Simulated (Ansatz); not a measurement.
System: sum formula LaOH, charge 0, multiplicity 1. SMILES: [OH][La]
Geometry: optimised at B3LYP-D3(BJ)/def2-TZVP (Ansatz, a program for electronic structure).

Computed values are from Ansatz. Correlated levels leave the core frozen unless marked. Open shells are spin-unrestricted. No spin-orbit coupling. The frozen core is the preceding noble-gas configuration, with the filled d and f shells of earlier blocks. In def2 rows, elements after Kr have scalar-relativistic effective core potentials. Basis-set limits of correlation are two-point, X^-3; Hartree-Fock from the larger set.

```
Quantity                                                                                    Value
-------------------------------------------  ----------------------------------------------------
vertical ionisation energy (to the doublet)       5.28 eV at CCSD(T)/CBS(def2-TZVPPD,def2-QZVPPD)
total energy                                 -106.9964 Eh at CCSD(T)/CBS(def2-TZVPPD,def2-QZVPPD)
dipole moment                                                         0.44 D at CCSD(T)/def2-SVPD
T1 diagnostic                                                           0.020 at CCSD/def2-QZVPPD
```

The Hartree-Fock reference is unstable (checked in the largest basis), which strains HF and MP2.
